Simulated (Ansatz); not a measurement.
`NC1=N[SiH]1S` + `C=[C]([SiH3])[GeH3]` → `NC1=N[SiH]1[SiH3]` + `C=[C](S)[GeH3]`  (redistribution)

Gas-phase electronic energies from Ansatz, PBE0-D4/def2-TZVP geometries. CCSD(T)/CBS adds triple-zeta CCSD(T) − MP2 to the extrapolated MP2 energy (def2 sets, frozen cores). DFT in def2-TZVPP. For Ge outer-core shells are correlated without core-valence functions, which leaves a few kJ/mol of doubt a bond. Scalar relativity is left out up to krypton. One conformer a species, not always the lowest.

```csv
level,ΔE (kcal/mol)
r2SCAN-D4,22.6
PBE0-D4,22.0
B2PLYP,24.1
PBE,19.4
r2SCAN,22.5
HF/def2-TZVPP,28.6
CCSD(T)/def2-TZVPP,24.4
MP2/def2-QZVPP,26.0
```

(1) What does CCSD(T)/CBS give? (Estimate.)

Largest T1 diagnostic among the species: 0.016.

## Answers

(1) The calculation gave: +24.6 kcal/mol. The listed levels differ from it by -2.0, -2.6, -0.5, -5.2, -2.1, 4.0, -0.2, 1.4 kcal/mol.

In def2-TZVPP, CCSD(T) changes the Hartree–Fock value by −4.2 kcal/mol (the triples alone add −0.8 kcal/mol) and MP2 by −2.7 kcal/mol. From PBE to PBE0 (25 % exact exchange), in def2-TZVPP and without D4, ΔE moves by +2.4 kcal/mol.
